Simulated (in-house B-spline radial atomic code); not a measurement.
Al³⁺. Computed with a B-spline radial atomic code. Model: all-electron spherical atom, spin shells full or empty, radial basis limit, no spin-orbit coupling: exact exchange with a local potential (Slater, KLI or optimised effective potential, whose far tail is KLI's), no correlation.

Exchange potential has not reached -1/r at the last radius.

The run also made RPA and GW results, which its time includes.

The Slater potential averages the orbital exchange potentials with the orbital densities as weights, KLI adds orbital constants, and the optimised effective potential minimises the exact-exchange energy among local potentials. So their energies lie above Hartree-Fock in the order OEP, KLI, Slater. All fall off as −1/r, unlike LDA and GGA exchange.

Command:
```bash
python run_gw.py task.json out
```
Settings (lengths in bohr, energies in hartree):
```
Z                      13
electrons              10
configuration          [He] 2s2 2p6
hamiltonian            nr
method                 oep
lmax                   9
spin_polarised         False
box_radius             14.14
intervals              66
```

Cost of the run: 1.7 s on 1 thread of Intel(R) Xeon(R) Platinum 8259CL CPU @ 2.50GHz (Skylake/Cascade Lake) (shared host).

Given: hamiltonian non-relativistic; mean-field start exchange-only OEP.

Computed: energy above Hartree-Fock 1.8262 millihartree; virial ratio -E/T less 1 -1e-06.

| radius (bohr) | r times exchange potential (hartree bohr) |
| --- | --- |
| 0.00385 | -0.041061 |
| 0.00458 | -0.048813 |
| 0.00546 | -0.058132 |
| 0.00651 | -0.069211 |
| 0.00776 | -0.082338 |
| 0.00924 | -0.097774 |
| 0.011 | -0.11596 |
| 0.0131 | -0.13737 |
| 0.0156 | -0.1624 |
| 0.0186 | -0.19171 |
| 0.0222 | -0.22573 |
| 0.0265 | -0.26459 |
| 0.0315 | -0.30714 |
| 0.0376 | -0.35508 |
| 0.0448 | -0.40591 |
| 0.0534 | -0.45856 |
| 0.0636 | ? |
| 0.0758 | -0.55692 |
| 0.0903 | -0.59379 |
| 0.108 | -0.61395 |
| 0.128 | -0.6083 |
| 0.153 | -0.57204 |
| 0.182 | -0.5318 |
| 0.217 | -0.56212 |
| 0.259 | -0.69779 |
| 0.308 | -0.86061 |
| 0.367 | -1.0073 |
| 0.437 | -1.1341 |
| 0.521 | -1.2394 |
| 0.621 | -1.311 |
| 0.74 | -1.3406 |
| 0.882 | ? |
| 1.05 | -1.2889 |
| 1.25 | -1.2339 |
| 1.49 | -1.1779 |
| 1.78 | -1.1304 |
| 2.12 | -1.0952 |

(1) What belongs in the row 0.0636?

(2) What belongs in the row 0.882?

```json
{"occupied": "1s", "level (hartree)": "-57.342", "Hartree-Fock level (hartree)": "-59.791"}
{"occupied": "2s", "level (hartree)": "-5.9006", "Hartree-Fock level (hartree)": "-6.151"}
{"occupied": "2p", "level (hartree)": "-4.4728", "Hartree-Fock level (hartree)": "-4.4722"}
```

```csv
empty,level (hartree)
3s,-1.6269
3p,-1.3285
3d,?
4s,-0.76211
4p,-0.65977
```

(3) What belongs in the row 3d?

## Answers

(1) r times exchange potential (hartree bohr): -0.51002.

(2) r times exchange potential (hartree bohr): -1.3296.

(3) level (hartree): -0.97355.

The highest level, 2p, differs from Hartree-Fock by -0.016 eV and the deepest, 1s, by +66.7 eV: a local potential can match the highest level but can't give each shell its own exchange.
